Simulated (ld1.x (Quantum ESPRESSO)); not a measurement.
Varying the TM semilocal potential for Cs (Z = 55)

Base potential:

```json
{
 "Element": "Cs",
 "Generator": "ld1.x (Quantum ESPRESSO) 7.5",
 "Type": "norm-conserving Troullier–Martins (semilocal form)",
 "Functional": "LDA (PZ)",
 "Relativity": "scalar-relativistic",
 "Frozen core": "[Xe]",
 "Valence charge": "1",
 "Reference configuration": "5d0 6s0.5 6p0 (charge +0.5)",
 "Partial waves": "6s (bound): rc 4.00 bohr; 6p (bound, empty): rc 3.35 bohr; 5d (bound, empty): rc 3.65 bohr",
 "Local potential": "the d channel",
 "Core correction": "Bessel-smoothed model core inside 1.65 bohr"
}
```

All-electron outer shells of the reference configuration (LDA (PZ), scalar-relativistic, ld1.x):

```csv
shell,level (eV),outermost node (bohr),outermost maximum (bohr)
5s,-29.38,0.82,1.54
5p,-16.07,0.89,1.76
6s,-4.01,2.09,4.39
5d,-2.39,1.05,3.06
6p,-2.21,2.57,5.93
```

Cutoffs, loose and tight: the cutoffs (Ry, on a coarse ladder) from which the occupation-weighted sum of valence levels, in a spherical-Bessel basis at the reference potential, stays within 10 and 1 mRy of its value at 400 Ry. They do not see the model core or the augmentation charge, which bear on the density cutoff. Test errors are all-electron minus pseudo excitation energies from the reference, over the configurations 5d0 6s1 6p0; 5d0 6s0 6p1; 5d1 6s0 6p0; 5d0.5 6s0.5 6p0 (two spin-polarised tests are not counted in the largest error). A dash means not determined; rows that change the core or the reference have their own tests. The largest error is taken over the tests solved by every variant that gives reliable tests at all: 5d0 6s1 6p0; 5d0.5 6s0.5 6p0; 5d1 6s0 6p0.

A true bound ghost makes a file unfit for plane-wave use even where its test errors are small: the radial tests pick states by their node count and pass the ghost by.

In the semilocal form every listed channel keeps its own potential, so the choice of the local channel does not act on these tests. It acts once the file is put into the separable form.

A semilocal file is local in each channel, so a ghost entry of none says nothing of the separable form that plane-wave codes build from it.

| change | outcome | cutoff, loose | cutoff, tight | bound ghosts | largest test error (meV) |
| --- | --- | --- | --- | --- | --- |
| base | generated | 6 Ry | 6 Ry | p | -12 |
| all radii but the core radius scaled by about 1.36 (s 5.42, p 4.54, d 4.96 bohr) | generated | 6 Ry | 6 Ry | none | -6.6 |
| core correction Bessel-smoothed model core inside 2.36 bohr | generated | 6 Ry | 6 Ry | p | -12 |
| form changed from semilocal to separable (Kleinman–Bylander), still TM; local potential all-electron potential smoothed inside 2.55 bohr (lloc = -1) | generated | 6 Ry | 6 Ry | p, s | -13 |
| wave 6s (bound): rc 4.00 bohr becomes 6s (bound): rc 4.26 bohr | generated | 6 Ry | 6 Ry | p | -12 |
| functional PBE | generated | 6 Ry | 6 Ry | p | -11 |

Question: What comes out with this change to the base: reference 5d1 6s0 6p0?

Answer: outcome: generated; cutoff, loose: 6 Ry; cutoff, tight: 8 Ry; bound ghosts: none; largest test error (meV): -7.6 over the solved tests; 1 of 6 tests not solved or not reliable.

Question: What comes out with this change to the base: wave 6p (bound): rc 3.35 bohr becomes 6p (bound): rc 2.98 bohr?

Answer: outcome: generated; cutoff, loose: 6 Ry; cutoff, tight: 6 Ry; bound ghosts: none; largest test error (meV): -12.
